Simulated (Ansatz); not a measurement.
`[AlH2][CH2][SiH2][SiH3]` + `O[Si](F)(Cl)Cl` → `F[Si](Cl)(Cl)O[SiH3]` + `[AlH2][CH2][SiH3]` at 500 K and 1 bar (cleavage of the Si–Si bond).

Gas-phase electronic energies from Ansatz, PBE0-D4/def2-TZVP geometries. CCSD(T)/CBS is the MP2 limit (def2-TZVPP, def2-QZVPP) plus CCSD(T) − MP2 in def2-TZVPP, frozen cores. Each species was taken in one conformer, which may not be the lowest.

| species | CCSD(T)/CBS energy (Eh) | H − E (kJ/mol) | S (J/(mol·K)) |
| --- | --- | --- | --- |
| `[AlH2][CH2][SiH2][SiH3]` | -863.62463 | 272.4 | 450.3 |
| `O[Si](F)(Cl)Cl` | -1384.43664 | 95.1 | 392.9 |
| `F[Si](Cl)(Cl)O[SiH3]` | -1674.75713 | 151.5 | 487.4 |
| `[AlH2][CH2][SiH3]` | -573.34237 | 212.2 | 391.2 |

H − E and S are ideal-gas, rigid-rotor, harmonic terms from PBE0-D4/def2-TZVP, for one conformer and one mirror image of each species. 1 Eh = 2625.50 kJ/mol, R = 8.31446 J/(mol·K).

Problem. By hand: ΔE, ΔH, ΔS and ΔG.

Solution. ΔE = (-1674.75713) + (-573.34237) − (-863.62463) − (-1384.43664) = -0.03823 Eh = -100.4 kJ/mol. Δ(H − E) = 151.5 + 212.2 − 272.4 − 95.1 = -3.8, so ΔH = -104.2 kJ/mol. ΔS = 487.4 + 391.2 − 450.3 − 392.9 = 35.4 J/(mol·K). ΔG = -104.2 − 500 × (35.4)/1000 = -121.9 kJ/mol.

Problem. By hand: the equilibrium constant, and the temperature at which ΔG would vanish if ΔH and ΔS stayed fixed.

Solution. log₁₀ K = −ΔG/(RT ln 10) = 12.7. ΔH and −TΔS have one sign here, so there is no such temperature.

ΔH outweighs TΔS. A doubt of 5 kJ/mol in ΔE shifts log₁₀ K by 0.5 here. Other conformers and mirror images would add mixing entropy, several J/(mol·K) or more a flexible species. Modes under 60 cm⁻¹, often nearly free rotors, make the harmonic entropy too high. These are equilibria of isolated gas molecules and say nothing of rates. Largest T1 diagnostic: 0.012 (customary marks: 0.02 for closed shells, 0.045 for open ones).
